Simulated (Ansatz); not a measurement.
A nudged elastic band was laid between two geometries of ClGaH₃N (6 atoms, charge 0, multiplicity 1).

These are results of Ansatz, RKS CAM-B3LYP/def2-SVPD, not measurements.

```json
{
 "movable images": "7",
 "climbing image": "yes",
 "spring": "5.0 eV/Å²",
 "optimiser": "quadratic models (default)",
 "start path": "through a guess of the saddle point",
 "force threshold": "0.2 eV/Å",
 "iteration limit": "60",
 "end points": "relaxed"
}
```

Initial state:

```xyz
6
Properties=species:S:1:pos:R:3
Ga 0.105 -0.077 0.333
H 0.083 -0.514 1.808
Cl 1.974 0.523 -0.584
N -1.302 0.005 -0.786
H -2.250 -0.237 -0.532
H -1.225 0.300 -1.750
```

Final state:

```xyz
6
Properties=species:S:1:pos:R:3
Ga -0.398 -0.009 -0.217
H 1.887 0.055 0.954
Cl 3.053 0.093 1.544
N -2.041 -0.039 -1.084
H -2.918 -0.312 -0.651
H -2.198 0.212 -2.056
```

(1) What changes between the two ends?

(2) What energy profile does the band end with?

(3) What is the geometry of the highest image?

Results:

(1) Bonds broken: Ga1–H2, Ga1–Cl3. Bonds formed: H2–Cl3. ClGaH3N becomes ClH + GaH2N.

(2) It converged. The highest image is number 3 of 0 to 8, 55.0 kcal/mol above the first end and 20.5 kcal/mol above the last; the last end lies 34.5 kcal/mol above the first. The threshold of 0.2 eV/Å is loose, so the images may lie well off the minimum-energy path. Another band between the same ends (7 images) ends at a top of the same energy, where a vibrational analysis finds 1 clearly imaginary mode. The orbitals stay closed-shell, which can raise the energy where a bond breaks towards radicals; this wasn't checked here.

| image | path coordinate (Å) | energy (kcal/mol) | Ga1–H2 (Å) | Ga1–Cl3 (Å) | H2–Cl3 (Å) |
| --- | --- | --- | --- | --- | --- |
| 0 | 0.00 | 0.0 | 1.54 | 2.17 | 3.22 |
| 1 | 0.52 | 7.1 | 1.52 | 2.20 | 2.77 |
| 2 | 1.05 | 32.7 | 1.50 | 2.36 | 2.23 |
| 3 | 1.57 | 55.0 | 1.62 | 2.64 | 1.74 |
| 4 | 2.24 | 38.9 | 2.23 | 3.15 | 1.32 |
| 5 | 2.92 | 36.6 | 2.51 | 3.58 | 1.30 |
| 6 | 3.59 | 35.7 | 2.55 | 3.77 | 1.30 |
| 7 | 4.26 | 35.0 | 2.54 | 3.82 | 1.31 |
| 8 | 4.93 | 34.5 | 2.57 | 3.88 | 1.31 |

(3) 
```xyz
6
Properties=species:S:1:pos:R:3
Ga -0.445 -0.289 0.590
H 1.026 -0.238 1.264
Cl 2.039 0.392 0.000
N -1.522 -0.015 -0.829
H -2.516 -0.203 -0.821
H -1.198 0.354 -1.714
```

Run time: 110 s on 4 threads of Intel(R) Xeon(R) 6975P-C (Granite Rapids) (shared host), peak memory 0.33 GiB.
